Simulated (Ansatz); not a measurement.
A search over several starts for the lowest SCF solution of BBr₃⁺ at the given spin, in a small basis.

```yaml
crystal:
  periodic: [false, false, false]
  atoms:
    - {symbol: B, position_ang: [-0.000017, 0.000009, 0.001485]}
    - {symbol: Br, position_ang: [1.898831, -0.027600, 0.013840]}
    - {symbol: Br, position_ang: [-0.925420, 1.658216, -0.016440]}
    - {symbol: Br, position_ang: [-0.973395, -1.630615, 0.001115]}
basis:
  gaussian: {orbitals: def2-SVP}
total_charge: 1
magnetization: {spin_polarized: true, initial_magnetization: 1}
hamiltonian: {xc: pbe0, dispersion: d4}
output: {orbitals: {seedname: orbitals}}
```

```sh
$ ansatz run in.yaml --threads 2 --pin off --events-out ev --progress --plain --max-ram 4352MiB
```

Output, abridged:

```
Functional definition: PBE0
1056 factors; integrals over basis functions are off by at most 8.7e-4 eV
mean field evaluation 1: about -210755.6855 eV, gradient 1.3e1 eV
mean field evaluation 2: about -210754.7697 eV, gradient 1.8e1 eV
mean field evaluation 4: about -210756.6937 eV, gradient 6.4e-1 eV
mean field evaluation 8: about -210756.7148 eV, gradient 2.5e-2 eV
mean field evaluation 16: about -210756.7148 eV, gradient 8.9e-5 eV
mean field evaluation 32: about -210756.4023 eV, gradient 1.5e0 eV
mean field -210756.71483885 eV, -7745.1664142954 hartree, gradient 6.8e-6 eV, S^2 0.753471; 4 other end points of the search recorded, 0 dependent functions left out
reference -210756.71485929 eV, -7745.1664150468 hartree; 55, 54 occupied and 55, 56 virtual orbitals, 1056 factors
Total energy: -210756.85362615 eV, -7745.1715146349 hartree
```

Run time 6.5 s (2 threads of Intel Xeon Platinum 8488C on a shared host).
